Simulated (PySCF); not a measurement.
## Trend along the alkali metals: MNa anions

r²SCAN with double-zeta basis sets in PySCF, for the lowest determinant that a PBE0 search found; no spin–orbit coupling. De refers to high-spin ground-configuration atoms (the charge goes to the atom of lower measured ionisation energy or higher electron affinity, which is not always the lowest computed limit). A positive dipole points towards Na; it is taken about the centre of mass and depends on that origin.

| M | basis | charged atom | state (unpaired electrons) | Re (Å) | ωe (cm⁻¹) | De (eV) | μ (D) |
| --- | --- | --- | --- | --- | --- | --- | --- |
| Li | aug-pcseg-1 | Li− | doublet (σ ↑) | 3.393 | 155 | n/a | 4.20 |
| Na | def2-SVPD | Na− | doublet (σ ↑) | 3.601 | 98.7 | n/a | n/a |
| K | aug-pcseg-1 | Na− | doublet (σ ↑) | 4.058 | 77.1 | 0.64 | -0.30 |
| Rb | def2-SVPD | Na− | doublet (σ ↑) | 4.265 | 63.2 | n/a | -3.90 |
| Cs | def2-SVPD | Na− | doublet (σ ↑) | 4.492 | 58.0 | n/a | -5.01 |

The shortest bond is that of NaLi⁻ (3.393 Å), the longest that of CsNa⁻ (4.492 Å).

The rows differ in basis set, which adds steps of its own.

Down a group the atoms grow and get heavier, so bonds lengthen and wavenumbers fall; this series shows no clear exception.

Spin–orbit coupling is left out. For an ion De counts to the pair picked by the measured ionisation energies or electron affinities, which need not be the lowest pair at this level. The highest Kohn–Sham level is positive in some of these anions. Much of that is self-interaction error, but it also means that the finite basis helps to hold the extra electron. States were picked by a PBE0 search and need not be the measured ground states.
